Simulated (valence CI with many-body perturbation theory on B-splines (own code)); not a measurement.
Level structure of Cr XVIII

Computed by configuration interaction combined with many-body perturbation theory (CI+MBPT): five valence electrons over a frozen Dirac-Fock core [He], radial functions for each j: 9 s, 9 p, 8 d, 6 f, 3 g, 1 h, with the one-electron correlation potential Σ1, the two-electron term Σ2, the three-electron term Σ3, Breit, model QED; selected CI, second order for the rest (own B-spline code, finite nucleus).

No measured spectrum was set against this ion. As an estimate, levels of excited configurations hold to 0.05 to 0.15 % of their energy, terms of the ground configuration to about 0.5 %. Among the levels kept, up to 2000 cm⁻¹ of a level comes from second order outside the variational space, and about a tenth of that is noise between levels of different J, which matters for small intervals.

Levels 46 to 82 of 82, with energies above the lowest level, 2s2.2p3 4S°_3/2. "Leading %" is the weight of the configuration and term that name the level; weights of strongly mixed levels are sums over their largest components and can fall short. Lifetimes count E1, E2, E3, M1 and M2 decay at the calculated energies, and are blank where another channel may lead or the interval is too uncertain; long ones can be off by a factor of two.

```
No.  Configuration  Term    J  E (eV)  Leading %  Lifetime      g
 46     2s2.2p2.3d    2P  3/2  791.60         49    330 fs  1.090
 47     2s2.2p2.3p   2P°  3/2  792.02         71   3.76 ps  1.304
 48     2s2.2p2.3d    4D  1/2  792.46         81    901 fs  0.163
 49     2s2.2p2.3d    2F  5/2  792.61         33    400 fs  1.104
 50     2s2.2p2.3d    4D  3/2  794.84         51    286 fs  1.255
 51     2s2.2p2.3d    4F  9/2  794.87         88    431 ps  1.309
 52     2s2.2p2.3d    4D  7/2  795.11         46    125 ps  1.281
 53     2s2.2p2.3d    2F  5/2  795.43         57    197 fs  1.110
 54      2s.2p3.3s   4S°  3/2  795.50         74    609 fs  1.911
 55     2s2.2p2.3p   2P°  1/2  797.38         92   18.3 ps  0.666
 56     2s2.2p2.3p   2P°  3/2  798.39         79   11.2 ps  1.335
 57     2s2.2p2.3d    4P  5/2  798.84         52   93.1 fs  1.461
 58     2s2.2p2.3d    2P  1/2  799.56         77    163 fs  0.752
 59     2s2.2p2.3d    4P  3/2  800.07         77   69.5 fs  1.616
 60     2s2.2p2.3d    4P  1/2  800.83         82   65.2 fs  2.352
 61     2s2.2p2.3d    2F  7/2  801.77         54    277 fs  1.187
 62     2s2.2p2.3d    2D  3/2  805.33         85    122 fs  0.839
 63     2s2.2p2.3d    2D  5/2  805.54         78   68.1 fs  1.140
 64      2s.2p3.3p    6P  3/2  806.57         96   34.4 ps  2.372
 65      2s.2p3.3p    6P  5/2  807.20         93   6.80 ps  1.860
 66      2s.2p3.3p    6P  7/2  808.61         77   1.83 ps  1.555
 67     2s2.2p2.3d    2G  7/2  808.83         48    672 fs  1.145
 68     2s2.2p2.3d    2G  9/2  810.24         88    376 ps  1.133
 69     2s2.2p2.3d    2D  3/2  811.95         86   81.5 fs  0.858
 70     2s2.2p2.3d    2D  5/2  812.38         55   66.9 fs  1.116
 71     2s2.2p2.3d    2F  7/2  814.32         75   55.6 fs  1.100
 72     2s2.2p2.3d    2P  1/2  814.71         91    102 fs  0.749
 73      2s.2p3.3p    4P  5/2  815.81         89    274 fs  1.580
 74      2s.2p3.3p    4P  3/2  815.92         94    326 fs  1.732
 75      2s.2p3.3p    4P  1/2  816.52         96    345 fs  2.630
 76     2s2.2p2.3d    2D  5/2  817.08         49   71.8 fs  1.075
 77      2s.2p3.3s   4D°  3/2  817.23         88    907 fs  1.249
 78      2s.2p3.3s   4D°  5/2  817.34         86    900 fs  1.396
 79      2s.2p3.3s   4D°  1/2  817.44         91    880 fs  0.106
 80     2s2.2p2.3d    2P  3/2  817.76         86   82.7 fs  1.317
 81     2s2.2p2.3d    2S  1/2  817.81         86    110 fs  1.989
 82      2s.2p3.3s   4D°  7/2  818.88         98    850 fs  1.426
```

Names give the largest LS component (configuration and term), which can be under half, so a name can repeat, a term be missing and a line seem to break the LS rules; names also repeat where a configuration has a term twice.

Where two levels of one J and parity lie close, their mixing, g and order are uncertain.
